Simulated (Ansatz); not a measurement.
`CCCC(C)C` + `[SiH3][GeH2][Cl]` → `C[CH2][GeH]([SiH3])[Cl]` + `CC(C)C`  (formal exchange of groups at a C–C bond)

Program: Ansatz. Geometries: PBE0-D4/def2-TZVP. ΔE: electronic, gas phase. CCSD(T)/CBS is the MP2 limit (def2-TZVPP, def2-QZVPP) plus CCSD(T) − MP2 in def2-TZVPP, frozen cores. DFT in def2-TZVPP. B3LYP here is the variant with VWN-RPA as its local correlation; programs differ in this. For Ge outer-core shells are correlated without core-valence functions, which leaves a few kJ/mol of doubt a bond. Scalar relativity is left out up to krypton. One conformer a species, not always the lowest.

| level | ΔE (kcal/mol) | difference from CCSD(T)/CBS |
| --- | --- | --- |
| PBE-D4 | -9.1 | -0.1 |
| r2SCAN-D4 | -8.9 | 0.1 |
| PBE0-D4 | -8.6 | 0.4 |
| B3LYP-D4 | -9.1 | -0.1 |
| ωB97X-V | -7.9 | 1.1 |
| ωB97M-V | -8.3 | 0.7 |
| B2PLYP | -9.1 | -0.1 |
| PBE | -9.0 | 0.0 |
| r2SCAN | -8.9 | 0.1 |
| PBE0 | -8.5 | 0.5 |
| B3LYP | -8.8 | 0.2 |
| HF/def2-TZVPP | -7.7 | 1.3 |
| MP2/def2-TZVPP | -9.7 | -0.7 |
| SCS-MP2/def2-TZVPP | -9.2 | -0.2 |
| CCSD/def2-TZVPP | -8.6 | 0.4 |
| CCSD(T)/def2-TZVPP | -8.8 | 0.2 |
| HF/def2-QZVPP | -7.4 | 1.6 |
| MP2/def2-QZVPP | -9.7 | -0.7 |
| SCS-MP2/def2-QZVPP | -9.1 | -0.1 |
| HF/CBS(def2) | -7.3 | 1.7 |
| MP2/CBS(def2) | -9.9 | -0.9 |
| CCSD/CBS(def2) | -8.8 | 0.2 |
| CCSD(T)/CBS | -9.0 | 0 |

Largest T1 diagnostic among the species: 0.011.

In def2-TZVPP, CCSD(T) changes the Hartree–Fock value by −1.1 kcal/mol (the triples alone add −0.2 kcal/mol) and MP2 by −2.1 kcal/mol.
